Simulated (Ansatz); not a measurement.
P3IrH9Cl⁻, that is IrCl(PH3)3 with one electron more, relaxed as a doublet with UKS PBE-D4/def2-SVPD in Ansatz, starting from the PBE-D4/def2-SVP geometry of the neutral singlet. Force threshold 0.02 eV/Å.

In the def2 sets Ir takes a core potential; there is no spin–orbit coupling. The highest occupied level of the relaxed charge -1 doublet lies above zero (up to 0.80 eV). By energy differences its removal costs 0.28 eV (each at its own geometry, to the charge 0 singlet, at PBE0-D4/def2-TZVPD). The relaxation made no stability test and no search for a lower SCF solution. No other spin state of charge -1 was run.

Start:

```tsv
atom	x (Å)	y (Å)	z (Å)
Ir1	0.433	-0.107	-0.094
Cl2	2.706	-0.645	-0.617
P3	1.133	-0.119	2.077
H4	0.237	0.157	3.167
H5	2.184	0.783	2.442
H6	1.713	-1.325	2.586
P7	-1.670	0.391	0.379
H8	-2.305	1.549	-0.201
H9	-2.065	0.651	1.738
H10	-2.740	-0.528	0.073
P11	0.128	-0.177	-2.363
H12	0.418	-1.413	-3.025
H13	0.955	0.680	-3.156
H14	-1.126	0.102	-3.005
```

Problem. Estimate the energy that the relaxation releases and the steps that it takes.

Solution. 0.81 eV, in 17 steps; 79 s on 4 threads of Arm Neoverse V1 on a shared host. No frequencies were taken in this run, so the end may be a saddle point.

Problem. Does the start keep its bonding?

Solution. By distances, no bond broke or formed. The bond that changes most is Ir1–Cl2, from 2.39 to 2.53 Å (atoms count from 1).

Problem. Predict the relaxed structure.

Solution. 
```xyz
14

Ir    0.322   -0.621   -0.078
Cl    2.110   -2.371   -0.486
P     1.218    0.058    1.894
H     0.349    0.676    2.876
H     2.230    1.102    2.006
H     1.894   -0.791    2.864
P    -1.765   -0.040    0.386
H    -2.507    0.809   -0.531
H    -2.054    0.774    1.554
H    -2.922   -0.915    0.623
P     0.311    0.110   -2.228
H     0.479   -0.710   -3.420
H     1.211    1.141   -2.735
H    -0.876    0.777   -2.724
```
Bond lengths: 3 × Ir–P 2.22 to 2.27 Å; 1 × Cl–Ir 2.53 Å; 9 × H–P 1.45 to 1.47 Å.
